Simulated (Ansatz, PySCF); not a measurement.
System: bromosilane, sum formula SiH3Br (charge 0, singlet). SMILES: [SiH3]Br
Geometry: optimised at B3LYP-D3(BJ)/def2-TZVP (Ansatz, a first-principles code).

Quantity: vertical ionisation energy (to the doublet state of charge +1; each state is the SCF solution reached for its spin; the molecule has degenerate orbitals, so one determinant may break the symmetry), in eV. Correlated levels leave the core frozen unless marked. Open shells are spin-unrestricted. No spin-orbit coupling. The frozen core is the preceding noble-gas configuration, with the filled d and f shells of earlier blocks. No relativistic terms. CBS(X,Y): correlation extrapolated as X^-3; Hartree-Fock from the larger set. The bracket is a focal-point correction in the basis named.

```
level                                                          program  vertical ionisation energy (eV)
-------------------------------------------------------------  -------  -------------------------------
HF/def2-TZVPPD                                                  Ansatz                            10.07
PBE/def2-TZVPD                                                  Ansatz                            10.61
B3LYP/def2-TZVPD                                                Ansatz                            10.85
PBE0/def2-TZVPD                                                 Ansatz                            10.85
wB97M-V/def2-TZVPD                                              Ansatz                            10.94
B2PLYP/def2-TZVPD                                               Ansatz                            10.91
MP2/def2-SVPD                                                   Ansatz                            10.98
MP2/def2-QZVPPD                                                 Ansatz                            11.16
RI-MP2/def2-QZVPPD                                              Ansatz                            11.16
SCS-MP2/def2-QZVPPD                                             Ansatz                            11.10
CCSD/def2-TZVPPD                                                Ansatz                            10.90
RI-MP2/CBS(def2-TZVPPD,def2-QZVPPD)+[CCSD(T)-MP2]/def2-SVPD     Ansatz                            11.10
RI-MP2/CBS(def2-TZVPPD,def2-QZVPPD)+[CCSD(T)-MP2]/def2-TZVPPD   Ansatz                            11.11
RI-MP2/CBS(def2-TZVPPD,def2-QZVPPD)+[CCSD(T)-MP2]/def2-QZVPPD   Ansatz                            11.12
CCSD(T)/CBS(def2-TZVPPD,def2-QZVPPD)                            Ansatz                            11.13
```

For comparison, minus the highest occupied orbital energy (PySCF): 9.65 eV at M06-2X/def2-TZVPD.
